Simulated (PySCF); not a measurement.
**GaB⁺, PBE0: how much the basis matters**

PySCF, UKS reference; doublet, unpaired electrons σ ↑; De to Ga⁺ + B without counterpoise correction.

```
             basis                           relativity  functions  Re (Å)  ωe (cm⁻¹)  De (eV)  μ (D)
        x2c-SVPall                        spin-free X2C         46   2.750        216     0.88   2.29
         def2-SVPD                        no relativity         58   2.754        219     0.91   2.39
cc-pVTZ-PP/cc-pVTZ  scalar-relativistic core potentials         69   2.797        208     0.88   2.30
```

Question: How does each smaller set differ from the one with most functions, cc-pVTZ-PP/cc-pVTZ?

Answer: x2c-SVPall: -4.7 pm, +3.8 % in ωe, +0.00 eV in De; def2-SVPD: -4.3 pm, +5.3 % in ωe, +0.03 eV in De. All at PBE0; the set with most functions is neither the basis-set limit nor always the best. The rows treat relativity differently, so the differences are not basis effects alone.

A positive dipole points towards B; it is taken about the centre of mass and depends on that origin. Spin–orbit coupling is left out. For an ion De counts to the pair picked by the measured ionisation energies or electron affinities, which need not be the lowest pair at this level. The state is the lowest determinant that a PBE0 search found; another state may lie lower at other levels.
